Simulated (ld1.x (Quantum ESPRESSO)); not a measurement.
**titanium: excitation energies, all-electron against ultrasoft**

```
Element                 : Ti
Generator               : ld1.x (Quantum ESPRESSO) 7.5
Type                    : ultrasoft
Functional              : LDA (PZ)
Relativity              : scalar-relativistic
Frozen core             : [Ne] 3s2
Valence charge          : 10
Reference configuration : 3p6 3d2 4s0 4p0 (charge +2)
Partial waves           : 4s (bound, empty): rcut 2.40, rcutus 2.75 bohr; 4s channel at 3.05 Ry: rcut 2.40, rcutus 2.75 bohr; 3p (bound): rcut 1.50, rcutus 1.80 bohr; 4p (bound, empty): rcut 1.50, rcutus 1.80 bohr; 3d (bound): rcut 1.85, rcutus 2.30 bohr; 3d channel at -0.75 Ry: rcut 1.85, rcutus 2.30 bohr
Local potential         : all-electron potential smoothed inside 2.15 bohr (lloc = -1)
Core correction         : a·sin(br)/r model core inside 1.70 bohr
Augmentation charge     : PSQ, inside the norm-conserving radii
```

Energies are relative to the spin-unpolarised reference configuration 3p6 3d2 4s0 4p0; without spin polarisation the order of configurations can differ from experiment. Not all tests gave a result: test run stopped at test 6 of 9 (negative rho), 1 before it not solved. Left out of the table: 3p6 3d1 4s0 4p0 (solver errors, printed error -524 eV).

(1) Give the all-electron excitation energy and the error of the potential for: 3p6 3d2 4s2 4p0; 3p6 3d2 4s1 4p0; 3p6 3d2 4s1.5 4p0; 3p6 3d3 4s0 4p0.

## Answers

(1)

| valence configuration | charge | ΔE all-electron (eV) | error AE − PS (meV) |
| --- | --- | --- | --- |
| 3p6 3d2 4s2 4p0 | 0 | -21.336 | -3.3 |
| 3p6 3d2 4s1 4p0 | +1 | -13.800 | -2.3 |
| 3p6 3d2 4s1.5 4p0 | +0.5 | -18.319 | -3.3 |
| 3p6 3d3 4s0 4p0 | +1 | -13.777 | +23 |
